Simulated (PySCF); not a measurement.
Ions at one geometry of [HfBr2]2+

PySCF 2.14.0, RKS PBE0, Hf def2-SVP with ECP60, Br def2-SVP; non-relativistic Hamiltonian with scalar-relativistic core potentials where named; density fitting; no spin-orbit coupling; singlets restricted, open shells unrestricted. The geometry is relaxed for charge +2, singlet, vacuum:

```xyz
3

Hf    0.0000    0.0000   -0.7679
Br    1.8380    0.0000    0.6907
Br   -1.8380    0.0000    0.6907
```

Energies count from the relaxed state; an electron taken off or put on is at rest in vacuum. Charges and spins are Mulliken's.

```tsv
state	energy (eV)	spin squared	charge on Hf1 (e)	spin on Hf1 (e)	dipole about the centre of mass (D)
charge +2, singlet, vacuum	0.00	0.00	1.52	0.00	5.08
charge +3, doublet, vacuum	21.44	0.78	1.76	-0.23	2.99
```

Task: What does the state charge +1, doublet, vacuum give?

Result: energy (eV) -13.35, spin squared 0.75, charge on Hf1 (e) 1.00, spin on Hf1 (e) 1.10, dipole about the centre of mass (D) 4.90.

With an electron taken off (doublet) the charges change, summed by element, by Hf +0.23 e, Br +0.77 e. The vertical ionisation energy is 21.44 eV, against −ε(HOMO) = 19.26 eV of the relaxed state. The level lies 2.2 eV too high, as is usual for semilocal functionals and global hybrids, which keep a self-interaction error.

With an electron put on (doublet) the charges change, summed by element, by Hf -0.52 e, Br -0.48 e. The vertical electron affinity is 13.35 eV, against −ε(LUMO) = 15.00 eV of the relaxed state.

Open shells may have lower solutions than those found.
